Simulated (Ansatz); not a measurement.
C₃H₆AuN, charge -1, doublet, geometry from GFN2-xTB (such geometries of metal compounds can be far from the true shape) (the multiplicity is a formal guess) (core potentials on Au) (a gas-phase anion, which may not be bound at this level). Base run: B3LYP/def2-SV(P) (Ansatz, a first-principles code).

Here is a job for Ansatz.
Ansatz 0.2 input:
```yaml
crystal:
  periodic: [false, false, false]
  atoms:
    - {symbol: Au, position_ang: [0.34171143, 0.05507365, -0.33703847]}
    - {symbol: C, position_ang: [1.69981826, 0.54047931, -1.83234399]}
    - {symbol: H, position_ang: [2.59589301, -0.09487127, -1.83550291]}
    - {symbol: H, position_ang: [2.08123020, 1.56807971, -1.76832366]}
    - {symbol: H, position_ang: [1.28739199, 0.45357164, -2.84633168]}
    - {symbol: C, position_ang: [-2.61680380, -0.72151647, 2.75728783]}
    - {symbol: N, position_ang: [-1.91917145, 0.00814549, 1.70604424]}
    - {symbol: C, position_ang: [-0.92838272, -0.42548863, 1.07705401]}
    - {symbol: H, position_ang: [-2.58700067, -0.13211063, 3.68165130]}
    - {symbol: H, position_ang: [-2.19777157, -1.72115018, 2.96929065]}
    - {symbol: H, position_ang: [-3.66853661, -0.84220084, 2.47095867]}
basis:
  gaussian:
    orbitals: def2-SV_P_.json
hamiltonian:
  xc: b3lyp
total_charge: -1
magnetization: {spin_polarized: true, initial_magnetization: 1}
```
The basis file holds def2-SV(P) in the JSON format of the Basis Set Exchange.

The base run was repeated with changes; each row names its change, and settings that it needs were set with it.

```
change                                                                 basis functions        E (Eh)
---------------------------------------------------------------------  ---------------  ------------
base                                                                                93    -308.30126
basis = x2c-SVPall; relativity = spin-free X2C; nucleus = Gaussian                 152  -19186.50779
basis = ANO-RCC-VDZP; relativity = none                                            145  -15525.55818
basis = jorge-DZP-DKH; relativity = spin-free X2C; nucleus = Gaussian              153  -19154.33206
basis = x2c-SVPall; relativity = spin-free X2C                                     152  -19189.62250
basis = ANO-RCC-VDZP; relativity = spin-free X2C                                   145  -19190.85837
basis = x2c-SVPall; relativity = none                                              152  -15712.11552
basis = ANO-RCC-VDZP; relativity = spin-free X2C; nucleus = Gaussian               145  -19187.07921
basis = jorge-DZP-DKH; relativity = spin-free X2C                                  153  -19157.11685
basis = jorge-DZP-DKH; relativity = none                                           153  -17554.00174
```

Totals shift with the method and basis; they matter in differences.

Ansatz warned in this series: the basis is contracted for relativity, which the run leaves out.

A gas-phase anion may not be bound at this level; its values then depend on the basis.

Basis sets contracted for a relativistic Hamiltonian are a mismatch without it, so the rows without relativity aren't non-relativistic limits. No row has spin-orbit coupling; sets with core potentials leave out the core electrons.
